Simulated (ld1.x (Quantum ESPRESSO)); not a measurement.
**nitrogen (N): one change to an RRKJ potential, before and after**

N (Z = 7), norm-conserving RRKJ (Kleinman–Bylander form), made with ld1.x (Quantum ESPRESSO) 7.5 (PBEsol, scalar-relativistic). Core [He], reference 2s1 2p4. Waves: 2p (bound): rc 1.80 bohr; 3d channel at 0.2 Ry: rc 1.95 bohr; 2s (bound): rc 0.85 bohr. Local part: the s channel. Core correction: Bessel-smoothed model core inside 0.85 bohr. rho0 = 0.005.

Change: type TM; local potential the d channel; rho0 0.

Cutoffs: the cutoffs (Ry, on a coarse ladder) from which the occupation-weighted sum of valence levels, in a spherical-Bessel basis at the reference potential, stays within 10 and 1 mRy of its value at 400 Ry; they do not see the model core or the augmentation charge, which bear on the density cutoff. Errors are all-electron minus pseudo energies relative to the spin-unpolarised reference configuration.

Q: Predict the effect on cutoff, ghosts and configuration errors.

A: The potential gets neither clearly harder nor softer (50 Ry and 120 Ry → 50 Ry and 120 Ry); the s channel sets the loose cutoff, while the largest relative change is in p, which becomes harder; of the 7 tests that both files solve, the error grows in 2 and shrinks in 4 by more than 15 % and 0.3 meV (median size 12.7 → 12.9 meV); the range in which the s phases agree narrows (upper end at the end of the scan → 2.1); neither file shows a bound ghost. Several settings change at once here, so the effects cannot be laid on one of them.

| quantity | base | changed |
| --- | --- | --- |
| cutoff, loose | 50 Ry | 50 Ry |
| cutoff, tight | 120 Ry | 120 Ry |
| loose cutoff by channel (10 mRy a level) | p 30 Ry, s 45 Ry | s 45 Ry, p 35 Ry |
| bound ghosts | none | none |
| error for 2s2 2p3, meV [ΔE -11.43 eV] | -0.4 | +2.1 |
| error for 2s2 2p2, meV [ΔE 2.09 eV] | +102 | +84 |
| error for 2s2 2p1, meV [ΔE 30.82 eV] | +504 | +411 |
| error for 2s1 2p3, meV [ΔE 13.80 eV] | +13 | +13 |
| error for 2s2 2p3.3, meV [ΔE -13.04 eV] | -9.9 | -4.6 |
| error for 2s1 2p0, meV [ΔE 155.23 eV] | +2706 | +2198 |
| error for 2s0 2p5, meV [ΔE 11.46 eV] | 0.0 | +2.5 |
| s: phases at 2.14 bohr within 0.05 rad from the reference energy up to (Ry; the scan ends near 5) | to the end of the scan | 2.1 |
| p: phases at 2.14 bohr within 0.05 rad from the reference energy up to (Ry; the scan ends near 5) | 2.0 | 2.3 |
| d: phases at 2.14 bohr within 0.05 rad from the reference energy up to (Ry; the scan ends near 5) | to the end of the scan | to the end of the scan |
